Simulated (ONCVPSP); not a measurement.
# What the settings do to the ONCV potential of Cs

Base potential:

ONCVPSP 4.0.1 input, shortened (lines: element, Z, core and valence counts, functional; n l f; lmax; l rc ep ncon nbas qcut; lloc lpopt rc5 dvloc0; l nproj debl; icmod fcfact rcfact), PBEsol, scalar-relativistic:

```
  Cs 55.00    9    3  -116133      upf
    1    0    2.00
    2    0    2.00
    2    1    6.00
    3    0    2.00
    3    1    6.00
    3    2   10.00
    4    0    2.00
    4    1    6.00
    4    2   10.00
    5    0    2.00
    5    1    6.00
    6    0    1.00
    2
    0    3.45    0.00    4    7    4.40
    1    2.45    0.00    3    6    5.90
    2    3.70    0.40    5    8    3.10
    4    5    2.35    1.00
    0    2    1.50
    1    2    2.30
    2    3    1.60
    0    0.00    0.00
```

In the d channel the program set the typed energies aside and used 0.050, 1.650, 3.250 Ha.

Cutoffs, loose and tight: the cutoffs (Ha) at which the residual kinetic energy of the hardest occupied pseudo-wave falls to 1 and 0.1 mHa per electron. They do not see the model core or the augmentation charge, which bear on the density cutoff. Test errors are all-electron minus pseudo excitation energies from the reference, over the configurations 5s2 5p6 6s0; 5s2 5p6 6s0.5; 5s2 5p6 6s0 6p1; 5s2 5p5 6s1. A dash means not determined; rows that change the core or the reference have their own tests.

2 further variants are left out, since the program set their typed debl aside.

```csv
change,outcome,"cutoff, loose","cutoff, tight",bound ghosts,GHOST(+) flags above zero,largest test error (meV)
base,"generated, projector energies reset by the program",10 Ha,13 Ha,none,none,+3.0
p: debl 0.6,"generated, projector energies reset by the program",10 Ha,13 Ha,none,none,+3.0
p: debl 1.25,"generated, projector energies reset by the program",10 Ha,13 Ha,none,none,+2.9
p: debl 2.6,"generated, projector energies reset by the program",10 Ha,13 Ha,none,none,+3.0
p: debl 4.1,"generated, projector energies reset by the program",10 Ha,13 Ha,none,none,+3.6
```

Reading the sweep of the debl of the p channel (base included, trends over the rows without a ghost): The loose cutoff stays near 10 Ha. The median size of the test errors (rows with all tests solved) stays near 0.2 meV.
